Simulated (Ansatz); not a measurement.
Cartesian coordinates in Å:
```
O -0.1666 -1.1172 -1.8094
Si -0.6975 -0.2238 -0.5346
N 0.1698 -0.3204 0.9789
Al 0.3837 1.4188 0.6579
Cl 1.3924 2.9455 1.6674
H 0.7597 -1.0313 -2.0422
H -2.1417 -0.5647 -0.5197
H 0.3003 -1.1069 1.6017
```

Total charge 0; spin multiplicity 1.

Task: List the PBE/def2-TZVPP orbital energies in eV (Ansatz). (An estimate is asked.)

Result: Ansatz gave: Occupied: -2738.94, -1780.28, -1507.21, -510.53, -380.12, -249.52, -190.17, -190.07, -190.06, -137.87, -107.44, -94.64, -94.62, -94.57, -69.49, -69.36, -69.34, -25.23, -20.50, -20.21, -14.02, -12.82, -10.35, -9.70, -9.39, -8.76, -8.25, -8.21, -7.64, -6.87, -5.65. Lowest empty: -2.03, -1.73, -0.30, 0.07, 0.85, 1.41, 1.57, 1.80.
